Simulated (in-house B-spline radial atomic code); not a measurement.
The numbers below are computed, except where a source is named.
**Quantum size effects in thin Be films (stabilised jellium)**

The positive ions are smeared into a uniform slab; the electrons are solved self-consistently in the LDA (PW92) on a fine grid across the film. Stabilised jellium adds, inside the slab, the constant potential −n de/dn that makes the bulk stable at the metal's density. No lattice, so no dependence on crystal face. Atomic units unless named. The table is for the stabilised model.

Be: 2 valence electrons per atom, density 1.85 g/cm³, mass 9.01 u, so r_s = 1.87 bohr.

```tsv
thickness (nm)	in Fermi wavelengths	filled subbands	work function (eV)	surface energy (J/m²)
0.324	1.000	3	3.833	1.054
0.365	1.125	3	4.567	1.177
0.405	1.250	3	4.661	1.124
0.446	1.375	3	4.383	1.025
0.486	1.499	4	3.957	1.071
0.527	1.625	4	4.508	1.151
0.567	1.749	4	4.583	1.109
0.607	1.875	4	4.387	1.043
0.648	1.999	5	4.047	1.078
0.688	2.125	5	4.473	1.134
0.729	2.251	5	4.534	1.101
0.769	2.375	5	4.390	1.055
0.810	2.501	6	4.120	1.083
```

(1) At what steps in thickness do new subbands fill, and why?

(2) How large is the oscillation of the work function here?

(3) The film of 9.18 bohr has subband bottoms at -17.218, -14.014, -9.237, -4.009 eV, measured from the vacuum level. Show that these levels and neutrality give the work function in the table.

Answers

(1) λ_F = 2π/k_F = 6.122 bohr = 0.324 nm. New subbands appear by 1.5, 2, 2.5 λ_F, each within the grid step of 1/8 λ_F; the true step is half a wavelength (0.162 nm), since a level crosses E_F each time one more half wave at k_F fits across the film.

(2) It runs from 3.833 to 4.661 eV over the table, 0.83 eV within the first four rows and 0.41 eV within the last four, about a thick-film value of 4.39 eV. The grid can skip the cusp where a subband opens, so the true swing can be larger; measurement on the bulk metal gives 4.98 eV.

(3) Each subband holds (E_F − ε_j)/π electrons per bohr², spin included. Neutrality needs n L = 0.036508 × 9.18 = 0.33514, and π n L × 27.2114 = 28.650 eV. So E_F = (π n L + Σ ε_j)/4 = (28.650 + (-44.478))/4 = -3.957 eV, and the work function is 3.957 eV.
